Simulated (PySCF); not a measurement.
SMILES C=Cc1cccc(C)c1 at its GFN2-xTB optimised geometry (Å):

```
19

C     -2.6688    -1.9168    -0.0014
C     -1.3549    -1.7267    -0.0012
C     -0.6557    -0.4470     0.0000
C     -1.3158     0.7816     0.0002
C     -0.5963     1.9607     0.0007
C      0.7874     1.9397     0.0008
C      1.4713     0.7295     0.0000
C      2.9702     0.7058     0.0195
C      0.7399    -0.4470     0.0000
H     -3.3763    -1.1055    -0.0013
H     -3.0910    -2.9072    -0.0033
H     -0.7033    -2.5927    -0.0022
H     -2.3938     0.8176    -0.0014
H     -1.1177     2.9072    -0.0002
H      1.3424     2.8671     0.0003
H      3.3498    -0.2604    -0.3037
H      3.3763     1.4795    -0.6290
H      3.3326     0.8932     1.0309
H      1.2639    -1.3936    -0.0010
```

Computed with CAM-B3LYP/def2-SVP (PySCF 2.14.0). Cells within 0.4 Å of a nucleus heavier than hydrogen are left out (blank, or x).

Map of the log10 of the electron density (e/bohr³), floored at −4 on the plane z = 0.0 Å:

```
|0000000000000000000000000|
|0000000000000000000000000|
|0000000001100001000000000|
|0000000123322233210000000|
|0000000245553455531000000|
|0000001368875678642100000|
|0000001469987899753321000|
|00000124689x99x9754543200|
|0000134568xx9xx9766765310|
|0000246789998899888886310|
|000135899x98679x99xx86410|
|000135789x98789x99xx86410|
|0013455679999999878986410|
|0024666568xx9xx8767875310|
|0136898779998999755664200|
|013689999x987799753432100|
|003579xx9x986677642110000|
|002579x989986455421000000|
|0025799877986432210000000|
|0024688655665310000000000|
|0013555433443100000000000|
|0001233211111000000000000|
|0000010000000000000000000|
|0000000000000000000000000|
|0000000000000000000000000|
```
Scale: ten equal steps from -4.00 (start of '0') to -0.448 (end of '9'), in the order '0123456789'; x runs from -5.50 to 5.50, y from -5.50 (bottom) to 5.50 (top).
